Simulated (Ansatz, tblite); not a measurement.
Removing an electron: HgSe₂⁻. The state is a doublet with charge -1. Geometry: r2SCAN-D4/def2-TZVPD. Ansatz, gas phase; energy differences of separate SCF runs; the oxidised species is a triplet (the singlet lies 0.87 eV higher at PBE0-D4/def2-TZVPD).

```xyz
3

Hg   -1.4166   -0.0815   -1.5175
Se    1.5162    0.2763   -0.0083
Se   -0.0996   -0.1948    1.5258
```

In the def2 sets Hg takes a core potential; there is no spin–orbit coupling. The xTB rows come from tblite. The structure comes from a short search, and lower isomers may exist.

| level | −HOMO (eV) | vertical IE (eV) | −LUMO (eV) | HOMO–LUMO gap (eV) | remarks |
| --- | --- | --- | --- | --- | --- |
| PBE-D4/def2-TZVPD | -0.22 | 2.36 | -0.44 | 0.22 | HOMO above zero (-1 doublet) |
| r2SCAN-D4/def2-TZVPD | -0.07 | 2.43 | -0.56 | 0.49 | HOMO above zero (-1 doublet) |
| PBE0-D4/def2-TZVPD | 0.72 | 2.49 | -1.26 | 1.97 | – |

Question: Estimate the rows for GFN1-xTB, GFN2-xTB.

Answer: 
```
   level  −HOMO (eV)  vertical IE (eV)  −LUMO (eV)  HOMO–LUMO gap (eV)
GFN1-xTB           –              6.48           –                   –
GFN2-xTB           –              7.71           –                   –
```

  A HOMO above zero means that the electron is unbound at that level or that self-interaction error raises the level; the energy of removing that electron tells which. HOMO and LUMO are the levels of the spin that leaves or enters (xTB has no such levels and no spin-polarisation term). Other spin states of the ions may lie lower, which would lower the ionisation energy or raise the affinity. Raw xTB energy differences between charge states are shifted by several eV; the methods need an empirical correction for them.
